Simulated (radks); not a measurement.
Effect of the nuclear size on the hafnium ion Hf2+, [Xe] 4f14 5d2. Calculated with a radial shooting solver on a logarithmic mesh with Libxc functionals: Dirac Kohn-Sham, BLYP, spin-unpolarised, spherical densities, finite nucleus; open shells are shared between the two j in proportion to 2j + 1; Fermi nuclear charge, rms radius 5.347 fm. The rms radius is varied about that value; shifts are against it.

\begin{tabular}{lrrrrrrrr}
rms radius (fm) & total energy shift (eV) & density at nucleus (e/bohr^3) & 1s1/2 shift (meV) & 2s1/2 shift (meV) & 5s1/2 shift (meV) & 5p1/2 shift (meV) & 6s1/2 (empty) shift (meV) & 5d5/2 shift (meV) \\ \hline
4.4273 & -15.4 & 1.286e+06 & -6280 & -869 & -7.71 & 0.058 & -1.01 & 0.089 \\
5.0529 & -5.15 & 1.232e+06 & -2090 & -290 & -2.57 & 0.019 & -0.338 & 0.030 \\
5.347 & 0 & 1.209e+06 & 0.000 & 0.000 & 0.000 & 0.000 & 0.000 & 0.000 \\
5.6571 & 5.64 & 1.187e+06 & 2290 & 318 & 2.82 & -0.021 & 0.370 & -0.032 \\
6.133 & 14.7 & 1.156e+06 & 5980 & 828 & 7.35 & -0.054 & 0.964 & -0.085 \\
\end{tabular}

Slopes of the eigenvalues against <r^2> in GHz/fm^2, as finite differences over the two radii next to the reference (eigenvalue slopes, not the field-shift constants of lines): 1s1/2 164000, 2s1/2 22700, 5s1/2 201, 5p1/2 -1.50, 6s1/2 (empty) 26.4, 5d5/2 -2.32.
